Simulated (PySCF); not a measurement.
Start geometry of 2-methylnaphthalene, `CC1=CC2=CC=CC=C2C=C1` from GFN2-xTB (Å):
```
atom  x, y, z in Å
C1    -3.2253   -0.6846   -0.5543
C2    -1.8656   -0.1840   -0.2544
C3    -1.6945    1.1424    0.1879
C4    -0.3961    1.6264    0.4793
C5     0.7085    0.8001    0.3253
C6     2.0093    1.2759    0.6107
C7     3.1038    0.4462    0.4626
C8     2.9365   -0.8698    0.0236
C9     1.6697   -1.3475   -0.2321
C10    0.5332   -0.5312   -0.0999
C11   -0.7747   -0.9934   -0.3869
H12   -3.2332   -1.6983   -0.8673
H13   -3.7140   -0.0464   -1.3624
H14   -3.8992   -0.5615    0.3276
H15   -2.5458    1.7695    0.3099
H16   -0.2988    2.6549    0.8338
H17    2.1423    2.3027    0.9452
H18    4.0807    0.8165    0.6798
H19    3.7839   -1.5213   -0.0785
H20    1.5107   -2.3648   -0.5818
H21   -0.9025   -2.0097   -0.7452
```

Problem. What comes out of this run: PBE0-D3(BJ)/def2-SVP geometry optimisation, gas phase (PySCF 2.14.0)?

Solution. 
```
atom  x, y, z in Å
C1    -3.262   -0.531   -0.703
C2    -1.872   -0.099   -0.339
C3    -1.642    1.226    0.124
C4    -0.384    1.653    0.468
C5     0.734    0.784    0.373
C6     2.047    1.190    0.720
C7     3.105    0.317    0.614
C8     2.894   -1.003    0.155
C9     1.630   -1.425   -0.190
C10    0.519   -0.549   -0.091
C11   -0.796   -0.954   -0.437
H12   -3.282   -1.570   -1.060
H13   -3.683    0.110   -1.494
H14   -3.940   -0.457    0.163
H15   -2.489    1.913    0.205
H16   -0.226    2.676    0.822
H17    2.206    2.212    1.075
H18    4.113    0.641    0.884
H19    3.740   -1.690    0.074
H20    1.465   -2.446   -0.545
H21   -0.948   -1.978   -0.792
```

The energy falls by 0.210 eV over 13 energy and gradient evaluations, the largest force component goes from 0.0593 to 2.5e-04 Eh/bohr, and the atoms move by 0.031 Å rms after alignment. The bond that changes most is C3–C4 (both ends aromatic CH carbon), which shortens by 0.043 Å. Bonds longer at the end by more than 0.005 Å: 14 of 22; shorter: 4. Among the angles that change most is H13–C1–H14, from 103.9° to 106.9°. Rotational constants go from 2851, 832.7, 647.1 to 2810, 823.0, 639.1 MHz. The orientation of the end geometry is arbitrary; only internal coordinates are fixed.

The run used 204 basis functions and 86 SCF cycles in all. The run took 4.7 min wall on an Arm Neoverse V2 with one thread, shared host with 96 logical CPUs at a one-minute load of 31, and the process peaked at 0.88 GiB of memory.

No frequency check.
